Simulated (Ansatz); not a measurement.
An input meant for the cluster MnO2⁻ (charge -1, singlet).

```yaml
crystal:
  periodic: [false, false, false]
  atoms:
    - {symbol: Mn, position_ang: [-0.096161, -0.358549, 0.299287]}
    - {symbol: O, position_ang: [-0.906019, -0.329918, -1.066211]}
    - {symbol: O, position_ang: [1.002180, 0.688466, 0.766923]}
basis:
  gaussian: {orbitals: def2-TZVP}
total_charge: -4
magnetization: {spin_polarized: true, initial_magnetization: 1}
hamiltonian: {xc: {name: rPW86-PBE}}
scf: {omitted_lower_state_checks: [starts]}
output: {forces: true}
```

```sh
$ ansatz run in.yaml --threads 4 --pin off --events-out ev --progress --plain --max-ram 3916MiB
```

Output, abridged:

```
Functional definition: rPW86-PBE
744 factors; their error is unknown
mean field evaluation 1: about -34964.8701 eV, gradient 2.6e2 eV
mean field evaluation 2: about -34621.5233 eV, gradient 5.3e2 eV
mean field evaluation 4: about -35152.2020 eV, gradient 3.1e2 eV
mean field evaluation 8: about -35404.1265 eV, gradient 3.3e1 eV
mean field evaluation 16: about -35410.2474 eV, gradient 1.5e0 eV
mean field evaluation 32: about -35410.3088 eV, gradient 5.2e-5 eV
mean field -35410.30876955 eV, -1301.3048453118 hartree, gradient 2.0e-7 eV, S^2 1.232916; 0 other end points of the search recorded, 0 dependent functions left out
reference -35410.30883833 eV, -1301.3048478392 hartree; 23, 22 occupied and 84, 85 virtual orbitals, 744 factors
WARN: the results are in doubt because the forces break the atoms' symmetry
Total energy: -35410.30883833 eV, -1301.3048478392 hartree
Atom 0 at    -0.096161    -0.358549     0.299287 Å, force    -0.768861    -2.784563     2.288135 eV/Å
Atom 1 at    -0.906019    -0.329918    -1.066211 Å, force    -3.080707    -0.463239    -4.464968 eV/Å
Atom 2 at     1.002180     0.688466     0.766923 Å, force     3.849568     3.247802     2.176833 eV/Å
Dipole moment:     0.156308     0.589772    -0.495355 e Å
In doubt: the forces break the atoms' symmetry
Checks for a lower state left out: starts
```

In this input the charge is far from what the species holds (-4 typed, -1 meant). Self-consistency was reached. The result belongs to that input, not to the species as meant.

A multiply charged anion in the gas phase is held together partly by the finite basis. The highest occupied level of an anion often lies above zero with these methods, and sets without diffuse functions describe the outer electron poorly. The program marks the result for the charge -4 doublet as doubtful (asymmetric forces). The charge -4 doublet is spin-contaminated (final ⟨S²⟩ up to 1.23, 0.75 for a pure state).
